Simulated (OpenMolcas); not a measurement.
## F²⁺: effect of the active space

```
Program             : OpenMolcas
Method              : SS-CASPT2, IPEA 0.25 Eh, imaginary shift 0.1 Eh
Basis               : ANO-RCC-VDZP
Scalar Hamiltonian  : DKH2, point nucleus
Spin-orbit coupling : state interaction with AMFI integrals over the reference wave functions, term energies averaged over their components
```

A. 3 electrons in 3 orbitals (2p); 2S+1 = 4 odd, 1 root; 2S+1 = 2 odd, 8 roots; closed shells correlated: 1s 2s; CASPT2 step of the order of 0.8 core-seconds
B. 5 electrons in 4 orbitals (2s 2p); 2S+1 = 4 odd, 1 root; 2S+1 = 2 odd, 8 roots; 2S+1 = 4 even, 3 roots; 2S+1 = 2 even, 9 roots; closed shells correlated: 1s; CASPT2 step of the order of 1.9 core-seconds

Energies in cm-1 above 2s2 2p3 4S* 3/2.

```csv
Level,A,B
2s2 2p3 4S* 3/2,0.0,0.0
2s2 2p3 2D* 3/2,36290,36290
2s2 2p3 2D* 5/2,36300,36300
2s2 2p3 2P* 1/2,56530,53370
2s2 2p3 2P* 3/2,56540,53360
```

Between A and B the level of the table that moves most is 2s2 2p3 2P* 3/2, by 3200 cm-1 (lowest in B, highest in A). Moves below CASPT2's spread within the term are not significant.

CASPT2 does not keep the components of a term degenerate, so their means are used; among the terms shown or strongly mixed into the levels shown the widest spread is 120 cm-1 (2s2 2p3 2D*, B). With the s shell closed, the reference lacks s² → p² mixing (holds for A). Only configurations of the active space appear. Levels that lie high or do not pair safely by name in every column are left out.

* marks odd parity.
